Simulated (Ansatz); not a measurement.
H4N2OSW, SMILES `[NH2][W]([NH2])(=[O])=[S]`. Total charge 0; spin multiplicity 1. Correlated methods include outer-core shells of W, which these sets cover unevenly. W: def2 effective core potential.

```csv
atom,x (Å),y (Å),z (Å)
N1,-1.070,-0.155,1.274
W2,-0.104,-0.480,-0.375
N3,1.305,0.823,-0.640
O4,0.645,-1.999,-0.222
S5,-1.483,-0.335,-2.011
H6,-0.852,-0.618,2.143
H7,-1.900,0.411,1.347
H8,2.264,0.665,-0.368
H9,1.195,1.688,-1.147
```

Q: Give the diagnostics of a CCSD(T)/def2-TZVPP run (frozen core, Ansatz). (An estimate is asked.)

A: The calculation gave: T1 = 0.0223, largest single amplitude 0.052, largest double 0.058, (T) share of the correlation energy 5.6 %, 14 CCSD cycles. The RHF solution is stable towards an unrestricted one. T1 lies over the customary mark of 0.02 for closed shells; compounds of d metals often pass it without a breakdown.
